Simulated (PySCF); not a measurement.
# Does the structure fit the spectrum?

A compound C4H4FNO gives the data below (simulated from a calculation) and was assigned the structure `FCc1cnoc1`.

13C{1H} NMR (computed): δ 167.2 (C), 165.4 (CH), 110.0 (CH), 82.0 (CH2).

1H NMR (400 MHz, computed): δ 8.63 (m, 1H), 6.74 (m, 1H), 6.10 (m, 2H).

Equivalent nuclei averaged, relativity neglected, one computed conformer, in vacuum. GFN2-xTB geometry; PBE0/pcSseg-1 with gauge-including orbitals; PySCF 2.14.0 with density-fitted response routines.

Scale: 1H, 13C against TMS (reference shieldings calculated alike).

Question: Compare with the shifts computed for the proposed structure, pairing carbons in order of shift.

Answer: Mapped SMILES: `[F:1][CH2:2][c:3]1[cH:4][n:5][o:6][cH:7]1`. Each H is labelled by its parent atom.

```
atom  computed for proposal  given list  difference
  C7                  166.8       167.2        -0.4
  C4                  155.1       165.4       -10.3
  C3                  124.2       110.0       +14.2
  C2                   75.7        82.0        -6.3
```

The rms difference is 9.3 ppm and the largest +14.2 ppm at C3 (substituted aromatic carbon). The carbon types in order of shift don't match either: CH, CH, C, CH2 for the proposal against C, CH, CH, CH2 in the data. The proposal doesn't fit.

Question: Which isomer fits?

Answer: `InChI=1S/C4H4FNO/c5-3-4-1-2-7-6-4/h1-2H,3H2`.

1. Carbon types of the structure: 1 × C, 2 × CH, 1 × CH2, which accounts for all hydrogens.
2. δC 165.4: aromatic CH next to the ring oxygen.
3. δC 110.0: aromatic CH.
4. δC 82.0: sp3 CH2 bonded to F, on an aromatic ring; deshielded by the electronegative neighbour.
5. δH 8.63: hydrogen on an aromatic CH next to the ring oxygen; the ring current deshields protons in the ring plane.

Other isomers checked: N#C[C@@H]1C[C@H](F)O1 (rms 46.3 ppm).

The data come from this structure; uniqueness wasn't tested.

Splittings by 19F in the carbon and heteronuclear signals aren't shown, as no couplings were computed. Shifts are as computed. Against solution values, carbons near 30 ppm lie about +3 ppm off and those near 130 ppm about +5 ppm. Of 1211 compounds with measured shifts, 218 miss one by over three times the rms of a fit or turn the order of signals round; such compounds aren't used in these exercises. Multiplicities follow the n + 1 count of equivalent neighbours, as no J values were calculated; m marks all less simple cases, F and P coupling included.
